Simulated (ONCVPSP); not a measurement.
## Transferability test, ONCV potential for Cl

Cl (Z = 17), optimised norm-conserving Vanderbilt (ONCV), made with ONCVPSP 4.0.1 (PBE, fully relativistic). Core [He], reference 2s2 2p6 3s1 3p6. Waves: 2s+3s: rc 0.60 bohr, ncon 4, nbas 7, qcut 24.1 1/bohr, 2 projectors; 2p+3p: rc 0.70 bohr, ncon 5, nbas 8, qcut 23.6 1/bohr, 2 projectors. Local part: polynomial inside 0.50 bohr (lpopt 5, dvloc0 6 Ha). Core correction: polynomial model core, fcfact 0.2.

Open shells are filled in proportion to 2j + 1.

Energies are relative to the spin-unpolarised reference configuration 2s2 2p6 3s1 3p6; without spin polarisation the order of configurations can differ from experiment.

Question: Give the all-electron excitation energy and the error of the potential for: 2s2 2p6 3s2 3p5; 2s2 2p6 3s2 3p4; 2s2 2p6 3s2 3p3; 2s2 2p5 3s2 3p5.

Answer:

```
valence configuration  charge  ΔE all-electron (eV)  error AE − PS (meV)
      2s2 2p6 3s2 3p5       0               -12.153                 +0.8
      2s2 2p6 3s2 3p4      +1                 1.723                 +4.2
      2s2 2p6 3s2 3p3      +2                27.170                  +10
      2s2 2p5 3s2 3p5      +1               198.012                 +392
```
